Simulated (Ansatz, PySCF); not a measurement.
System: SbI$_{2}$, charge 0, multiplicity 2. It need not be the lowest isomer of its formula. 
Structure (B3LYP-D3(BJ)/def2-TZVP (Ansatz, a first-principles code) minimum search):
```
Sb
I 1 2.7314
I 1 2.7314 2 101.05
```
Charge 0, spin multiplicity 2.

Property: atomisation energy (electronic, to ground-state atoms), in eV. Cores are frozen in the correlated levels unless marked. Open shells are spin-unrestricted. Spin-orbit coupling is left out. Frozen are the shells of the preceding noble gas and the d and f shells that filled before the atom's block. Past Kr the def2 sets carry scalar-relativistic core potentials. STO-3G rows are all-electron and non-relativistic. The coupled-cluster limit lacks core correlation, which all-electron functionals hold. CBS(X,Y): correlation extrapolated as X^-3; Hartree-Fock from the larger set. The bracket is a focal-point correction in the basis named.

```csv
level,program,atomisation energy (eV),minus last row
SVWN5/def2-TZVPD,Ansatz,6.26,1.61
PBE/def2-TZVPD,Ansatz,5.15,0.50
BLYP-D4/def2-TZVPD,Ansatz + dftd4,5.12,0.47
revPBE-D3(BJ)/def2-TZVPD,Ansatz + dftd3,4.98,0.33
revPBE-D4/def2-TZVPD,Ansatz + dftd4,4.99,0.34
PBE0/def2-QZVPP,Ansatz,4.84,0.19
TPSSh/def2-TZVPD,PySCF,4.89,0.24
HSE06-D4/def2-TZVPD,Ansatz + dftd4,4.94,0.29
HSE06/def2-TZVPD,Ansatz,4.81,0.16
LC-wPBE-D4/def2-TZVPD,Ansatz + dftd4,4.40,-0.25
wB97X/def2-TZVPD,Ansatz,4.88,0.23
B2GP-PLYP-D4/def2-TZVPD,Ansatz + dftd4,4.53,-0.12
B2PLYP/def2-TZVPD,Ansatz,4.54,-0.11
MP2/STO-3G,Ansatz,4.30,-0.35
MP2/def2-SVPD,Ansatz,3.77,-0.88
SCS-MP2/def2-SVPD,Ansatz,3.63,-1.02
SCS-MP2/def2-TZVPP,Ansatz,4.08,-0.57
CCSD/def2-SVPD,Ansatz,3.46,-1.19
CCSD(T)/STO-3G,Ansatz,4.60,-0.05
"RI-MP2/CBS(def2-TZVPPD,def2-QZVPPD)+[CCSD(T)-MP2]/def2-SVPD",Ansatz,4.66,0.01
"RI-MP2/CBS(def2-TZVPPD,def2-QZVPPD)+[CCSD(T)-MP2]/def2-TZVPPD",Ansatz,4.65,0.00
```
